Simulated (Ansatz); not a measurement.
`C[SiH](C)Br` + NH₃ → `C[SiH](N)Br` + CH₄ at 400 K and 1 bar (ligand exchange at the Si–C bond).

Isolated molecules relaxed with PBE0-D4/def2-TZVP in Ansatz; ΔE leaves out vibrations. CCSD(T)/CBS adds triple-zeta CCSD(T) − MP2 to the extrapolated MP2 energy (def2 sets, frozen cores). This one scheme is used for every species. For Br outer-core shells are correlated without core-valence functions, which leaves a few kJ/mol of doubt a bond. Scalar relativity is left out up to krypton. One conformer a species, not always the lowest.

```
      species  CCSD(T)/CBS energy (Eh)  H − E (kJ/mol)  S (J/(mol·K))
`C[SiH](C)Br`              -2942.79434           251.7          380.7
          NH₃                -56.50880           104.2          203.1
`C[SiH](N)Br`              -2958.86440           224.2          376.2
          CH₄                -40.46206           131.3          197.2
```

H − E and S are ideal-gas, rigid-rotor, harmonic terms from PBE0-D4/def2-TZVP, for one conformer and one mirror image of each species. 1 Eh = 2625.50 kJ/mol, R = 8.31446 J/(mol·K).

**Question.** By hand: ΔE, ΔH, ΔS and ΔG.

**Answer.** ΔE = (-2958.86440) + (-40.46206) − (-2942.79434) − (-56.50880) = -0.02332 Eh = -61.2 kJ/mol. Δ(H − E) = 224.2 + 131.3 − 251.7 − 104.2 = -0.4, so ΔH = -61.6 kJ/mol. ΔS = 376.2 + 197.2 − 380.7 − 203.1 = -10.4 J/(mol·K). ΔG = -61.6 − 400 × (-10.4)/1000 = -57.4 kJ/mol.

**Question.** By hand: the equilibrium constant, and the temperature at which ΔG would vanish if ΔH and ΔS stayed fixed.

**Answer.** log₁₀ K = −ΔG/(RT ln 10) = 7.5. ΔG = 0 at ΔH/ΔS = 5923 K, far beyond where these terms or the molecules hold.

The number of gas molecules stays the same, so ΔS is small and ΔH decides. A doubt of 5 kJ/mol in ΔE shifts log₁₀ K by 0.7 here. Other conformers and mirror images would add mixing entropy, several J/(mol·K) or more a flexible species. These are equilibria of isolated gas molecules and say nothing of rates. Largest T1 diagnostic: 0.008 (customary marks: 0.02 for closed shells, 0.045 for open ones).
